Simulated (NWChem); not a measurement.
BH, singlet; SMILES [BH]

Results from NWChem. Low-valent species are run as closed-shell singlets; no triplet was tried in these runs. Each level has its own optimisation; frequencies are unscaled.

```json
[
 {"level": "PBE/STO-3G", "basis functions": "6", "r B–H (Å)": "1.261", "highest harmonic frequency (cm⁻¹)": "2515", "zero-point energy (kcal/mol)": "3.6", "dipole (D)": "0.82"},
 {"level": "PBE/def2-SVP", "basis functions": "19", "r B–H (Å)": "1.267", "highest harmonic frequency (cm⁻¹)": "2263", "zero-point energy (kcal/mol)": "3.2", "dipole (D)": "1.50"},
 {"level": "PBE/def2-SVPD", "basis functions": "28", "r B–H (Å)": "1.262", "highest harmonic frequency (cm⁻¹)": "2262", "zero-point energy (kcal/mol)": "3.2", "dipole (D)": "1.49"},
 {"level": "PBE/def2-TZVP", "basis functions": "37", "r B–H (Å)": "1.252", "highest harmonic frequency (cm⁻¹)": "2245", "zero-point energy (kcal/mol)": "3.2", "dipole (D)": "1.50"},
 {"level": "PBE/def2-TZVPD", "basis functions": "46", "r B–H (Å)": "1.252", "highest harmonic frequency (cm⁻¹)": "2244", "zero-point energy (kcal/mol)": "3.2", "dipole (D)": "1.48"},
 {"level": "PBE/def2-TZVPP", "basis functions": "45", "r B–H (Å)": "1.252", "highest harmonic frequency (cm⁻¹)": "2245", "zero-point energy (kcal/mol)": "3.2", "dipole (D)": "1.51"}
]
```
